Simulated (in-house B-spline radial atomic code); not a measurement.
Atomic self-consistent-field run: Ga⁶⁺. Level of theory: scalar-relativistic (X2C) CAM-B3LYP, spin-polarised, spherical fractional occupations, exact exchange averaged over the configuration, Fermi nucleus of rms radius 3.9973 fm; calculated with an all-electron radial atomic-structure program (B-spline basis).

Command:
```bash
python run_scf.py task.json out
```
Settings (nuclear radius in fm, mass in u):
```
Z                31
configuration    [Ar] 3d7
hamiltonian      x2c
method           camb3lyp
spin_polarised   True
nucleus          fermi
rms_radius       3.9973
atomic_mass      68.92557
speed_of_light   137.035999084
exact_exchange   averaged over the configuration
```

Output (hartree, bohr):
```
 radial grid: 65 intervals, B-splines of order 8, outer radius 10.2985 bohr

 iter        energy (Eh)    residual
    1       -1908.592198    1.14e+00
    2       -1923.812294    8.15e-01
    3       -1931.606959    1.86e-01
    4       -1932.171572    4.18e-02
    5       -1932.184952    2.51e-02
    6       -1932.195038    1.01e-03
    7       -1932.195050    4.41e-05
    8       -1932.195050    2.48e-06
    9       -1932.195050    4.12e-08

 total energy                     -1932.19505
 kinetic                            1970.7788
 electron-nucleus                  -4554.4459
 Hartree                             723.8239
 exact exchange                      -15.3488
 exchange-correlation                -57.0030

 orbital      occ     eigenvalue          <r>       <r^2>       <1/r>       r_max
 1s up      1.000      -381.6894    0.0482259  0.00314176     31.8905     0.03136
 1s down    1.000      -381.6890    0.0482253  0.00314166     31.8907     0.03136
 2s up      1.000       -51.5264     0.217507   0.0558716     6.94282      0.1824
 2s down    1.000       -51.4150     0.217206   0.0557064      6.9531      0.1823
 2p up      3.000       -45.4177       0.1907   0.0445885     6.71992      0.1464
 2p down    3.000       -45.3260      0.19034   0.0444004     6.72966      0.1463
 3s up      1.000        -9.9940     0.633165    0.460427     2.26698       0.558
 3s down    1.000        -9.7898     0.635618    0.464162     2.25496      0.5589
 3p up      3.000        -8.1134     0.648891    0.491691     2.11972      0.5573
 3p down    3.000        -7.8944     0.652705    0.497797     2.10486      0.5586
 3d up      5.000        -5.0332     0.673652    0.553785     1.86283      0.5058
 3d down    2.000        -4.8555     0.683098    0.571414     1.84421      0.5091

 Slater integrals (Eh)
   F0(3p up,3p up)               1.390025
   F2(3p up,3p up)               0.698717
   F0(3p up,3p down)             1.386082
   F2(3p up,3p down)             0.696734
   F0(3p up,3d up)               1.366755
   F2(3p up,3d up)               0.660538
   G1(3p up,3d up)               0.799510
   G3(3p up,3d up)               0.496851
   F0(3p up,3d down)             1.357956
   F2(3p up,3d down)             0.655214
   F0(3p down,3p down)           1.382172
   F2(3p down,3p down)           0.694785
   F0(3p down,3d up)             1.362952
   F2(3p down,3d up)             0.658709
   F0(3p down,3d down)           1.354214
   F2(3p down,3d down)           0.653451
   G1(3p down,3d down)           0.793271
   G3(3p down,3d down)           0.491618
   F0(3d up,3d up)               1.356639
   F2(3d up,3d up)               0.654407
   F4(3d up,3d up)               0.412716
   F0(3d up,3d down)             1.347777
   F2(3d up,3d down)             0.648758
   F4(3d up,3d down)             0.408854
   (list cut)
```

Time taken, with all properties: 0.75 s on 1 thread of Arm Neoverse V2, with other jobs on the host.

One-electron X2C: radii and densities carry no picture-change correction, so inner-shell <1/r> comes out high (for 1s by about 2 % at Z = 33, 5 % at 54, 10 % at 75, 30 % at 118) and <r> low.
